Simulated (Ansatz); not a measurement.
A further run on diphenyliodonium chloride, `[Cl-].c1ccc([I+]c2ccccc2)cc1`.

```yaml
crystal:
  periodic: [false, false, false]
  atoms:
    - {symbol: Cl, position_ang: [-1.641455, -1.118331, 0.946687]}
    - {symbol: C, position_ang: [-1.642240, 4.114817, 2.105158]}
    - {symbol: C, position_ang: [-0.992267, 4.204598, 0.872563]}
    - {symbol: C, position_ang: [-0.418981, 3.061706, 0.295437]}
    - {symbol: C, position_ang: [-0.520328, 1.859402, 0.986824]}
    - {symbol: I, position_ang: [0.670149, 0.219558, 0.079488]}
    - {symbol: C, position_ang: [0.882077, -1.743584, -0.946224]}
    - {symbol: C, position_ang: [1.503672, -1.636078, -2.185670]}
    - {symbol: C, position_ang: [1.844035, -2.820085, -2.856599]}
    - {symbol: C, position_ang: [1.554551, -4.058784, -2.280069]}
    - {symbol: C, position_ang: [0.923513, -4.126338, -1.032651]}
    - {symbol: C, position_ang: [0.568594, -2.956505, -0.349709]}
    - {symbol: C, position_ang: [-1.171217, 1.731826, 2.206898]}
    - {symbol: C, position_ang: [-1.727706, 2.886063, 2.770149]}
    - {symbol: H, position_ang: [-2.093620, 5.006610, 2.549084]}
    - {symbol: H, position_ang: [-0.935145, 5.160298, 0.342969]}
    - {symbol: H, position_ang: [0.088252, 3.124012, -0.672666]}
    - {symbol: H, position_ang: [1.722440, -0.661660, -2.634632]}
    - {symbol: H, position_ang: [2.325311, -2.762549, -3.837595]}
    - {symbol: H, position_ang: [1.814615, -4.979788, -2.809495]}
    - {symbol: H, position_ang: [0.698030, -5.097270, -0.581193]}
    - {symbol: H, position_ang: [0.042882, -2.979357, 0.608065]}
    - {symbol: H, position_ang: [-1.258845, 0.754378, 2.686675]}
    - {symbol: H, position_ang: [-2.236336, 2.817052, 3.736526]}
basis:
  gaussian: {orbitals: def2-mTZVPP, final_grid: {core_spheres: 20, valence_spheres: 16, degree: 47}}
hamiltonian: {xc: {name: BHLYP}}
scf: {omitted_lower_state_checks: [starts]}
output: {forces: true}
```

```sh
$ ansatz run in.yaml --threads 4 --pin off --events-out ev --progress --plain --max-ram 6963MiB
```

Output, abridged:

```
Functional definition: BHLYP
3159 factors; integrals over basis functions are off by at most 1.1e-3 eV
mean field evaluation 1: about -33202.9736 eV, gradient 7.9e1 eV
mean field evaluation 2: about -33200.3646 eV, gradient 8.6e1 eV
mean field evaluation 4: about -33219.0357 eV, gradient 6.1e0 eV
mean field evaluation 8: about -33219.3983 eV, gradient 1.0e0 eV
mean field evaluation 16: about -33219.4016 eV, gradient 1.8e-3 eV
mean field -33219.40164900 eV, -1220.7904936817 hartree, gradient 2.4e-5 eV, S^2 0.000000; 0 other end points of the search recorded, 0 dependent functions left out
reference -33219.40192045 eV, -1220.7905036573 hartree; 62, 62 occupied and 279, 279 virtual orbitals, 3159 factors
Total energy: -33219.40192045 eV, -1220.7905036573 hartree
Atom 0 at    -1.641455    -1.118331     0.946687 Å, force    -0.086870    -0.052021     0.004656 eV/Å
Atom 1 at    -1.642240     4.114817     2.105158 Å, force     0.073733    -0.131191    -0.106119 eV/Å
Atom 2 at    -0.992267     4.204598     0.872563 Å, force    -0.006859    -0.158178     0.079987 eV/Å
Atom 3 at    -0.418981     3.061706     0.295437 Å, force    -0.071221    -0.065676     0.161792 eV/Å
Atom 4 at    -0.520328     1.859402     0.986824 Å, force    -0.315702     0.316342     0.132975 eV/Å
Atom 5 at     0.670149     0.219558     0.079488 Å, force     0.224642     0.104868    -0.014842 eV/Å
Atom 6 at     0.882077    -1.743584    -0.946224 Å, force    -0.047522    -0.388785    -0.241871 eV/Å
Atom 7 at     1.503672    -1.636078    -2.185670 Å, force    -0.056393    -0.140784     0.112836 eV/Å
Atom 8 at     1.844035    -2.820085    -2.856599 Å, force    -0.080666     0.006066     0.161656 eV/Å
Atom 9 at     1.554551    -4.058784    -2.280069 Å, force    -0.044583     0.168023     0.059926 eV/Å
Atom 10 at     0.923513    -4.126338    -1.032651 Å, force     0.029634     0.174769    -0.015552 eV/Å
Atom 11 at     0.568594    -2.956505    -0.349709 Å, force     0.094148     0.031525    -0.144457 eV/Å
Atom 12 at    -1.171217     1.731826     2.206898 Å, force     0.037103     0.154377    -0.091431 eV/Å
Atom 13 at    -1.727706     2.886063     2.770149 Å, force     0.106524    -0.045905    -0.134920 eV/Å
Atom 14 at    -2.093620     5.006610     2.549084 Å, force     0.274500    -0.534955    -0.266611 eV/Å
Atom 15 at    -0.935145     5.160298     0.342969 Å, force    -0.035575    -0.577017     0.330262 eV/Å
Atom 16 at     0.088252     3.124012    -0.672666 Å, force    -0.325742    -0.045777     0.603253 eV/Å
Atom 17 at     1.722440    -0.661660    -2.634632 Å, force    -0.148353    -0.609886     0.282288 eV/Å
Atom 18 at     2.325311    -2.762549    -3.837595 Å, force    -0.291616    -0.043615     0.600187 eV/Å
Atom 19 at     1.814615    -4.979788    -2.809495 Å, force    -0.153183     0.554920     0.319998 eV/Å
Atom 20 at     0.698030    -5.097270    -0.581193 Å, force     0.134523     0.591060    -0.286218 eV/Å
Atom 21 at     0.042882    -2.979357     0.608065 Å, force     0.351948    -0.029147    -0.656890 eV/Å
Atom 22 at    -1.258845     0.754378     2.686675 Å, force     0.035072     0.673517    -0.294568 eV/Å
Atom 23 at    -2.236336     2.817052     3.736526 Å, force     0.302458     0.047468    -0.596340 eV/Å
Dipole moment:     0.711166     0.447909    -0.331252 e Å
Checks for a lower state left out: starts
```

Run time 32 s (4 threads of Arm Neoverse V2 on a shared host), peak host memory 1.8 GiB.

In the def2 sets I takes a core potential; there is no spin–orbit coupling.
